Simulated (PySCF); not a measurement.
# UHF on Tc⁺ (technetium, charge +1)

Configuration: [Kr] 4d5 5s1, high-spin 7S determinant. Computed with PySCF 2.14 in aug-cc-pVDZ-PP with ECP28MDF (5s5p4d2f, 54 functions), with scalar relativity through the core potential.

```json
{"Total energy": "-79.642316 hartree", "One-electron energy": "-133.6197 hartree", "Hartree (Coulomb) energy": "62.1685 hartree", "Exchange energy": "-8.1911 hartree", "⟨S²⟩": "12.0011", "⟨L²⟩": "0.000", "Sum of ⟨r⟩": "20.72 bohr", "Sum of ⟨r²⟩": "39.43 bohr²", "Time after the integrals": "0.19 s of wall time on 1 thread of Neoverse-V1 (shared host)"}
```

| shell | electrons | mean orbital energy (eV) | rms radius, mean of both spins (bohr) |
| --- | --- | --- | --- |
| 4s α | 1 | -101.25 | 1.14 |
| 4s β | 1 | -93.004 | 1.14 |
| 4p α | 3 | -68.816 | 1.27 |
| 4p β | 3 | -58.479 | 1.27 |
| 4d α | 5 | -21.569 | 1.78 |
| 5s α | 1 | -14.400 | 3.36 |

Energies and moments cover only the electrons outside the core potential.
